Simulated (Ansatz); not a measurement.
`C1=C[SiH2]C=N1`. Charge 0, multiplicity 1.

```xyz
10

C    -0.093    1.059   -0.911
C     0.412    1.102    0.329
Si    0.243   -0.613    1.002
C    -0.545   -1.142   -0.636
N    -0.616   -0.156   -1.448
H    -0.145    1.908   -1.586
H     0.813    2.012    0.753
H    -0.668   -0.752    2.170
H     1.522   -1.310    1.297
H    -0.923   -2.107   -0.969
```

(1) What are the harmonic wavenumbers in cm⁻¹ at PBE0-D4/def2-TZVP (Ansatz, finite differences of forces, unscaled)? (An estimate is asked.)

(2) Is this a minimum?

(3) Give the ideal-gas thermochemistry at 298.15 K and 1 bar (rigid rotor, harmonic oscillator; point group Cs, symmetry number 1).

(4) And at 400, 500, 600, 800 and 1000 K?

Results:

(1) The calculation gave: 248, 341, 498, 541, 635, 682, 685, 775, 783, 878, 890, 924, 965, 1008, 1144, 1297, 1342, 1567, 1631, 2223, 2226, 3145, 3188, 3241.

(2) Yes, all 24 modes are real.

(3) Zero-point energy 184.6 kJ/mol; H(298) − E = 200.1 kJ/mol; entropy 297.5 J/(mol·K), of which translation 164.0, rotation 106.7, vibration 26.9; G(298) − E = 111.3 kJ/mol.

(4) 
```json
{"T (K)": "400", "H − E (kJ/mol)": "210.2", "S (J/mol/K)": "326.5", "G − E (kJ/mol)": "79.6"}
{"T (K)": "500", "H − E (kJ/mol)": "222.3", "S (J/mol/K)": "353.5", "G − E (kJ/mol)": "45.5"}
{"T (K)": "600", "H − E (kJ/mol)": "236.1", "S (J/mol/K)": "378.6", "G − E (kJ/mol)": "8.9"}
{"T (K)": "800", "H − E (kJ/mol)": "267.5", "S (J/mol/K)": "423.6", "G − E (kJ/mol)": "-71.4"}
{"T (K)": "1000", "H − E (kJ/mol)": "302.5", "S (J/mol/K)": "462.6", "G − E (kJ/mol)": "-160.1"}
```
